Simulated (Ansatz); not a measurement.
`S[Si]Br` + CH₃OH → `CO[Si]Br` + H₂S at 700 K and 1 bar (ligand exchange at the Si–S bond).

Isolated molecules relaxed with PBE0-D4/def2-TZVP in Ansatz; ΔE leaves out vibrations. CCSD(T)/CBS adds triple-zeta CCSD(T) − MP2 to the extrapolated MP2 energy (def2 sets, frozen cores). This one scheme is used for every species. For Br outer-core shells are correlated without core-valence functions, which leaves a few kJ/mol of doubt a bond. Scalar relativity is left out up to krypton. One conformer a species, not always the lowest.

```json
{"species": "`S[Si]Br`", "CCSD(T)/CBS energy (Eh)": "-3260.81547", "H − E (kJ/mol)": "70.9", "S (J/(mol·K))": "363.0"}
{"species": "CH₃OH", "CCSD(T)/CBS energy (Eh)": "-115.61712", "H − E (kJ/mol)": "170.8", "S (J/(mol·K))": "288.5"}
{"species": "`CO[Si]Br`", "CCSD(T)/CBS energy (Eh)": "-2977.47730", "H − E (kJ/mol)": "170.5", "S (J/(mol·K))": "412.9"}
{"species": "H₂S", "CCSD(T)/CBS energy (Eh)": "-398.97279", "H − E (kJ/mol)": "64.8", "S (J/(mol·K))": "236.9"}
```

H − E and S are ideal-gas, rigid-rotor, harmonic terms from PBE0-D4/def2-TZVP, for one conformer and one mirror image of each species. 1 Eh = 2625.50 kJ/mol, R = 8.31446 J/(mol·K).

**Question.** By hand: ΔE, ΔH, ΔS and ΔG.

**Answer.** ΔE = (-2977.47730) + (-398.97279) − (-3260.81547) − (-115.61712) = -0.01750 Eh = -45.9 kJ/mol. Δ(H − E) = 170.5 + 64.8 − 70.9 − 170.8 = -6.4, so ΔH = -52.3 kJ/mol. ΔS = 412.9 + 236.9 − 363.0 − 288.5 = -1.7 J/(mol·K). ΔG = -52.3 − 700 × (-1.7)/1000 = -51.1 kJ/mol.

**Question.** By hand: the equilibrium constant, and the temperature at which ΔG would vanish if ΔH and ΔS stayed fixed.

**Answer.** log₁₀ K = −ΔG/(RT ln 10) = 3.8. ΔG = 0 at ΔH/ΔS = 30765 K, far beyond where these terms or the molecules hold.

The number of gas molecules stays the same, so ΔS is small and ΔH decides. A doubt of 5 kJ/mol in ΔE shifts log₁₀ K by 0.4 here. Other conformers and mirror images would add mixing entropy, several J/(mol·K) or more a flexible species. These are equilibria of isolated gas molecules and say nothing of rates. Largest T1 diagnostic: 0.012 (customary marks: 0.02 for closed shells, 0.045 for open ones).
